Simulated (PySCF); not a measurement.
F5Si2 (SMILES F[Si](F)[Si](F)(F)F), doublet, at a GFN2-xTB geometry; BLYP/STO-3G (PySCF).

PySCF was given this input:
```python
from pyscf import gto, scf, dft

mol = gto.M(
    atom='''
F     1.92071283   -1.45494009   -0.00159091
Si    1.29120465   -0.04621676   -0.45500175
F     2.17893296    0.90363565    0.49161443
Si   -0.89795116    0.08724035    0.05293148
F    -1.64658750   -0.12127352    1.44202576
F    -1.39908948    1.52197224   -0.39869112
F    -1.66569646   -0.91320875   -0.90791551
''',
    basis='sto-3g',
    spin=1,
    verbose=4,
)

mf = dft.UKS(mol)
mf.xc = 'blyp'
mf.init_guess = 'mod_huckel'
mf.kernel()
```

What the program printed (banner, timings and long lists left out):

```
PySCF version 2.14.0

[INPUT] verbose = 4
[INPUT] num. atoms = 7
[INPUT] num. electrons = 73
[INPUT] charge = 0
[INPUT] spin (= nelec alpha-beta = 2S) = 1
[INPUT] symmetry False subgroup None
[INPUT] Mole.unit = angstrom
[INPUT] Symbol           X                Y                Z      unit          X                Y                Z       unit  Magmom
[INPUT]  1 F      1.920712830000  -1.454940090000  -0.001590910000 AA    3.629621212638  -2.749438297750  -0.003006384189 Bohr   0.0
[INPUT]  2 Si     1.291204650000  -0.046216760000  -0.455001750000 AA    2.440023159265  -0.087337018765  -0.859828693698 Bohr   0.0
[INPUT]  3 F      2.178932960000   0.903635650000   0.491614430000 AA    4.117586538188   1.707623894893   0.929016631584 Bohr   0.0
[INPUT]  4 Si    -0.897951160000   0.087240350000   0.052931480000 AA   -1.696881765636   0.164860368511   0.100026000568 Bohr   0.0
[INPUT]  5 F     -1.646587500000  -0.121273520000   1.442025760000 AA   -3.111599415132  -0.229173738962   2.725033750968 Bohr   0.0
[INPUT]  6 F     -1.399089480000   1.521972240000  -0.398691120000 AA   -2.643895940960   2.876110702791  -0.753417025096 Bohr   0.0
[INPUT]  7 F     -1.665696460000  -0.913208750000  -0.907915510000 AA   -3.147710116058  -1.725714432056  -1.715711658145 Bohr   0.0

nuclear repulsion = 490.885159394647
number of shells = 25
number of NR pGTOs = 129
number of NR cGTOs = 43
basis = sto-3g
ecp = {}

******** <class 'pyscf.dft.uks.UKS'> ********
method = UKS
initial guess = mod_huckel
damping factor = 0
level_shift factor = 0
DIIS = <class 'pyscf.scf.diis.CDIIS'>
diis_start_cycle = 1
diis_space = 8
diis_damp = 0
SCF conv_tol = 1e-09
SCF conv_tol_grad = None
SCF max_cycles = 50
direct_scf = True
direct_scf_tol = 1e-13
number electrons alpha = 37  beta = 36
XC library pyscf.dft.libxc version 7.1.2
    S. Lehtola, C. Steigemann, M. J. T. Oliveira, and M. A. L. Marques,  SoftwareX 7, 1–5 (2018)
XC functionals = blyp
    A. D. Becke,  Phys. Rev. A 38, 3098 (1988)
    C. Lee, W. Yang, and R. G. Parr,  Phys. Rev. B 37, 785 (1988)
    B. Miehlich, A. Savin, H. Stoll, and H. Preuss,  Chem. Phys. Lett. 157, 200 (1989)
radial grids:
    Treutler-Ahlrichs [JCP 102, 346 (1995); DOI:10.1063/1.469408] (M4) radial grids

becke partition: Becke, JCP 88, 2547 (1988); DOI:10.1063/1.454033
pruning grids: <function nwchem_prune>
grids dens level: 3
symmetrized grids: False
atomic radii adjust function: <function treutler_atomic_radii_adjust>
small_rho_cutoff = 0
Set gradient conv threshold to 3.16228e-05
Initial guess from on-the-fly Huckel, doi:10.1021/acs.jctc.8b01089,
employing the updated GWH rule from doi:10.1021/ja00480a005.
Spherically averaged atomic HF for {'Si', 'F'}

******** <class 'pyscf.scf.atom_hf.AtomSphAverageRHF'> ********
method = AtomSphAverageRHF
initial guess = minao
damping factor = 0
level_shift factor = 0
DIIS = <class 'pyscf.scf.diis.CDIIS'>
diis_start_cycle = 1
diis_space = 8
diis_damp = 0
SCF conv_tol = 1e-09
SCF conv_tol_grad = None
SCF max_cycles = 50
direct_scf = True
direct_scf_tol = 1e-13
atom = F
Set gradient conv threshold to 3.16228e-05
Initial guess from minao.
init E= -97.5048923082741
cycle= 1 E= -97.6156829230138  delta_E= -0.111  |g|=    0  |ddm|= 0.104
cycle= 2 E= -97.6156829230138  delta_E= 2.84e-14  |g|=    0  |ddm|= 9.42e-16
Extra cycle  E= -97.6156829230138  delta_E=    0  |g|=    0  |ddm|=    0
Atomic HF for atom  F  converged. SCF energy = -97.6156829230138

******** <class 'pyscf.scf.atom_hf.AtomSphAverageRHF'> ********
method = AtomSphAverageRHF
initial guess = minao
damping factor = 0
level_shift factor = 0
DIIS = <class 'pyscf.scf.diis.CDIIS'>
diis_start_cycle = 1
diis_space = 8
diis_damp = 0
SCF conv_tol = 1e-09
SCF conv_tol_grad = None
SCF max_cycles = 50
direct_scf = True
direct_scf_tol = 1e-13
atom = Si
Set gradient conv threshold to 3.16228e-05
Initial guess from minao.
init E= -284.995762085455
cycle= 1 E= -285.156087816846  delta_E= -0.16  |g|=    0  |ddm|= 0.129
cycle= 2 E= -285.156209299748  delta_E= -0.000121  |g|=    0  |ddm|= 0.00991
cycle= 3 E= -285.156209360337  delta_E= -6.06e-08  |g|=    0  |ddm|= 0.000226
cycle= 4 E= -285.156209360337  delta_E= 5.68e-14  |g|=    0  |ddm|= 5.5e-08
Extra cycle  E= -285.156209360336  delta_E= 1.71e-13  |g|=    0  |ddm|= 5.13e-08
Atomic HF for atom  Si  converged. SCF energy = -285.156209360336

tot grids = 109672
init E= -1058.02675182124
cycle= 1 E= -1063.94817826812  delta_E= -5.92  |g|= 0.338  |ddm|= 7.53
cycle= 2 E= -1063.883036344  delta_E= 0.0651  |g|= 0.38  |ddm|= 1.81
cycle= 3 E= -1064.05894706919  delta_E= -0.176  |g|= 0.0725  |ddm|= 1.23
cycle= 4 E= -1064.05920128231  delta_E= -0.000254  |g|= 0.0731  |ddm|= 0.264
cycle= 5 E= -1064.06352585039  delta_E= -0.00432  |g|= 0.00416  |ddm|= 0.129
cycle= 6 E= -1064.06354392086  delta_E= -1.81e-05  |g|= 0.00214  |ddm|= 0.0194
cycle= 7 E= -1064.06354755541  delta_E= -3.63e-06  |g|= 0.00099  |ddm|= 0.00596
cycle= 8 E= -1064.06354835566  delta_E= -8e-07  |g|= 0.000106  |ddm|= 0.00201
cycle= 9 E= -1064.0635483671  delta_E= -1.14e-08  |g|= 1.16e-05  |ddm|= 0.000271
cycle= 10 E= -1064.06354836693  delta_E= 1.74e-10  |g|= 1.96e-05  |ddm|= 5.36e-05
Extra cycle  E= -1064.06354836484  delta_E= 2.09e-09  |g|= 5.42e-05  |ddm|= 0.000126
converged SCF energy = -1064.06354836484  <S^2> = 0.75059621  2S+1 = 2.0005961
```
